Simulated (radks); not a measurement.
Task: Valence configurations of Ir+ (all share [Xe]). Method: scalar-relativistic Kohn-Sham, PBE, spin-unpolarised, spherical densities, finite nucleus; Fermi nuclear charge, rms radius 5.4032 fm; computed with a radial shooting solver on a logarithmic mesh with Libxc functionals. Order these by energy: 4f13.5 5d7 6s1.5; 4f13 5d6 6s2 6p1; 4f12 5d7 6s1 6p2; 4f14 5d6 6s2; 4f13 5d7 6s2; 4f14 5d8; 4f13.5 5d7 6s1 6p0.5; 4f14 5d7 6s1; 4f13 5d8 6s1; 4f13 5d7 6s1 6p1.

Result: From the lowest, in eV above it: 4f14 5d8 0.000; 4f14 5d7 6s1 1.254; 4f14 5d6 6s2 3.573; 4f13.5 5d7 6s1.5 31.325; 4f13.5 5d7 6s1 6p0.5 34.678; 4f13 5d8 6s1 61.178; 4f13 5d7 6s2 64.617; 4f13 5d7 6s1 6p1 71.697; 4f13 5d6 6s2 6p1 76.897; 4f12 5d7 6s1 6p2 157.00. NIST lists [Xe] 4f14 5d7 6s1 as the ground configuration; this level of theory puts 4f14 5d8 lower, by 1.254 eV. The energies are those of spherical spin-averaged densities, not of single terms.
